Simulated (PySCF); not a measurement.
B2F3 (SMILES F[B]B(F)F), doublet, geometry from GFN2-xTB; B3LYP/cc-pVDZ in PySCF.

Input for PySCF:
```python
from pyscf import gto, scf, dft

mol = gto.M(
    atom='''
F     2.288008   -0.251312   -0.037840
B     1.014821   -0.125523    0.086145
B    -0.536573    0.058266    0.013782
F    -1.153281    1.246682    0.141706
F    -1.400421   -0.958005   -0.159381
''',
    basis='cc-pvdz',
    charge=0,
    spin=1,
    verbose=4,
)

mf = dft.UKS(mol)
mf.xc = 'b3lyp'
mf.kernel()
```

It wrote (shortened):

```
PySCF version 2.14.0

[INPUT] verbose = 4
[INPUT] num. atoms = 5
[INPUT] num. electrons = 37
[INPUT] charge = 0
[INPUT] spin (= nelec alpha-beta = 2S) = 1
[INPUT] symmetry False subgroup None
[INPUT] Mole.unit = angstrom
[INPUT] Symbol           X                Y                Z      unit          X                Y                Z       unit  Magmom
[INPUT]  1 F      2.288008000000  -0.251312000000  -0.037840000000 AA    4.323708490814  -0.474910851817  -0.071507236554 Bohr   0.0
[INPUT]  2 B      1.014821000000  -0.125523000000   0.086145000000 AA    1.917733755457  -0.237204092334   0.162790457001 Bohr   0.0
[INPUT]  3 B     -0.536573000000   0.058266000000   0.013782000000 AA   -1.013976015836   0.110106782374   0.026044205449 Bohr   0.0
[INPUT]  4 F     -1.153281000000   1.246682000000   0.141706000000 AA   -2.179385234665   2.355887544425   0.267785530208 Bohr   0.0
[INPUT]  5 F     -1.400421000000  -0.958005000000  -0.159381000000 AA   -2.646412149090  -1.810367075964  -0.301186439459 Bohr   0.0

nuclear repulsion = 131.291254525365
number of shells = 25
number of NR pGTOs = 130
number of NR cGTOs = 70
basis = cc-pvdz
ecp = {}

******** <class 'pyscf.dft.uks.UKS'> ********
method = UKS
initial guess = minao
damping factor = 0
level_shift factor = 0
DIIS = <class 'pyscf.scf.diis.CDIIS'>
diis_start_cycle = 1
diis_space = 8
diis_damp = 0
SCF conv_tol = 1e-09
SCF conv_tol_grad = None
SCF max_cycles = 50
direct_scf = True
direct_scf_tol = 1e-13
number electrons alpha = 19  beta = 18
XC library pyscf.dft.libxc version 7.1.2
    S. Lehtola, C. Steigemann, M. J. T. Oliveira, and M. A. L. Marques,  SoftwareX 7, 1–5 (2018)
XC functionals = b3lyp
    P. J. Stephens, F. J. Devlin, C. F. Chabalowski, and M. J. Frisch,  J. Phys. Chem. 98, 11623 (1994)
radial grids:
    Treutler-Ahlrichs [JCP 102, 346 (1995); DOI:10.1063/1.469408] (M4) radial grids

becke partition: Becke, JCP 88, 2547 (1988); DOI:10.1063/1.454033
pruning grids: <function nwchem_prune>
grids dens level: 3
symmetrized grids: False
atomic radii adjust function: <function treutler_atomic_radii_adjust>
small_rho_cutoff = 0
Set gradient conv threshold to 3.16228e-05
tot grids = 70880
init E= -349.846733973047

cycle= 1 E= -349.218492231359  delta_E= 0.628  |g|= 0.549  |ddm|= 1.77
cycle= 2 E= -349.001055969799  delta_E= 0.217  |g|= 0.983  |ddm|= 1.27
cycle= 3 E= -349.325074884746  delta_E= -0.324  |g|= 0.03  |ddm|= 0.822
cycle= 4 E= -349.325414735607  delta_E= -0.00034  |g|= 0.0216  |ddm|= 0.0499
cycle= 5 E= -349.325609991642  delta_E= -0.000195  |g|= 0.00831  |ddm|= 0.0257
cycle= 6 E= -349.325634995446  delta_E= -2.5e-05  |g|= 0.00215  |ddm|= 0.00766
cycle= 7 E= -349.3256382743  delta_E= -3.28e-06  |g|= 0.000465  |ddm|= 0.00314
cycle= 8 E= -349.325638589495  delta_E= -3.15e-07  |g|= 9.5e-05  |ddm|= 0.00128
cycle= 9 E= -349.32563859737  delta_E= -7.87e-09  |g|= 2.72e-05  |ddm|= 0.000175
cycle= 10 E= -349.325638597953  delta_E= -5.83e-10  |g|= 4.15e-06  |ddm|= 4.16e-05
Extra cycle  E= -349.32563859797  delta_E= -1.71e-11  |g|= 3.49e-06  |ddm|= 7.62e-06
converged SCF energy = -349.32563859797  <S^2> = 0.75201363  2S+1 = 2.0020126
```
